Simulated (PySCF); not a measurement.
Si(H)3(NCO) (CH3NOSi), SMILES O=C=N[SiH3].

Geometry: PBE0-D3(BJ)/def2-SVP.

Calculation: ωB97X/def2-TZVPD in PySCF.

Symmetry labels are those of the subgroup Cs that the program uses (full group C3v).

Computed valence orbital energies around the gap with their symmetry:
| orbital | symmetry | energy (eV) |
|---|---|---|
| HOMO−7 | A' | -17.08 |
| HOMO−6 | A" | -16.06 |
| HOMO−5 | A' | -16.06 |
| HOMO−4 | A' | -15.87 |
| HOMO−3 | A" | -13.15 |
| HOMO−2 | A' | -13.15 |
| HOMO−1 | A" | -11.05 |
| HOMO | A' | -11.05 |
| LUMO | A' | 1.44 |
| LUMO+1 | A' | 1.77 |
| LUMO+2 | A' | 2.49 |
| LUMO+3 | A" | 2.49 |
